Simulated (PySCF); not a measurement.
C6H10O2SSi.
SMILES with atom numbers: `[CH3:1][C:2](=[S:3])[CH2:4][C@H:5]1[O:6][CH2:7][C:8](=[O:9])[SiH2:10]1`

Structure used (GFN2-xTB), in Å, numbered top down from 1:
```
atom  x, y, z in Å
C1     2.4706    0.8782   -0.2403
C2     2.0904   -0.5556   -0.2924
S3     3.1319   -1.7414    0.1023
C4     0.6739   -0.8747   -0.6362
C5    -0.2239   -0.6890    0.6123
O6    -0.3409    0.6725    1.0124
C7    -1.2760    1.4027    0.2600
C8    -2.5125    0.5693   -0.0308
O9    -3.5390    1.0246   -0.4630
Si10  -2.0431   -1.2624    0.3542
H11    3.5090    0.9944    0.0577
H12    1.8244    1.3863    0.4792
H13    2.3173    1.3508   -1.2115
H14    0.3111   -0.2293   -1.4393
H15    0.5972   -1.9164   -0.9490
H16    0.2707   -1.1782    1.4558
H17   -1.5274    2.2960    0.8362
H18   -0.8574    1.7255   -0.7069
H19   -2.6511   -1.7136    1.5990
H20   -2.2302   -2.1288   -0.8028
```

Definitions: NICS(0) = −σiso at the ring centroid; NICS(1) = −σiso and NICS(1)zz = −σzz at ±1 Å along the ring normal z. Level: GIAO PBE0/pcSseg-1 (PySCF, non-relativistic, gas phase) on the GFN2-xTB geometry, one conformer.

Ring bond lengths (Å), with Mayer bond orders in brackets: C5–O6 1.424 (0.87), O6–C7 1.405 (0.92), C7–C8 1.519 (0.93), C8–Si10 1.930 (0.81), Si10–C5 1.925 (0.86).

Task: What do the NICS probes read (ppm)?

Result: 
```tsv
ring	type	NICS(0)	NICS(1), two faces	NICS(1)zz, two faces	rms pucker (Å)	centre to ring atoms, mean (Å)
C5–O6–C7–C8–Si10	5-membered ring with O and Si; formal bonds all single	1.7	-1.2 / -1.2	-2.9 / -2.5	0.17	1.37
```

Task: What do they say, and how far can they be read as aromaticity?

Result: 
- C5–O6–C7–C8–Si10: mean NICS(1)zz -2.7 ppm, near zero. C5, C7, Si10 have four or more neighbours; no verdict on aromaticity is drawn.

Task: List the ring angles and the Hirshfeld charges of the ring atoms.

Result: 
- C5–O6–C7–C8–Si10: C5 104.2° (-0.036 e), O6 113.7° (-0.124 e), C7 111.0° (-0.011 e), C8 106.5° (+0.079 e), Si10 88.5° (+0.335 e); sum 523.9° against 540° for a flat convex ring.

Task: How shielded are the nuclei of the rings and their hydrogens (means over atoms taken as equivalent)?

Result: 
```tsv
atoms	environment	σ isotropic (ppm)	principal values of the symmetric part, first atom (ppm)
C5	sp3 carbon bound to oxygen	107.5	72.7, 96.5, 153.3
O6	cyclic ether oxygen	291.2	245.7, 290.7, 337.3
C7	sp3 carbon bound to oxygen	108.6	92.9, 102.1, 130.8
C8	carbonyl carbon	-69.1	-164.5, -102.0, 59.3
Si10	SiH2 silicon	422.2	361.3, 425.2, 480.0
H16	methine hydrogen	27.08	24.2, 26.4, 30.7
H17	methylene hydrogen	27.71	23.7, 26.5, 32.9
H18	methylene hydrogen	27.68	23.4, 27.2, 32.4
H19	Si–H hydrogen	27.44	24.1, 24.8, 33.3
H20	Si–H hydrogen	27.96	24.5, 26.3, 33.1
```
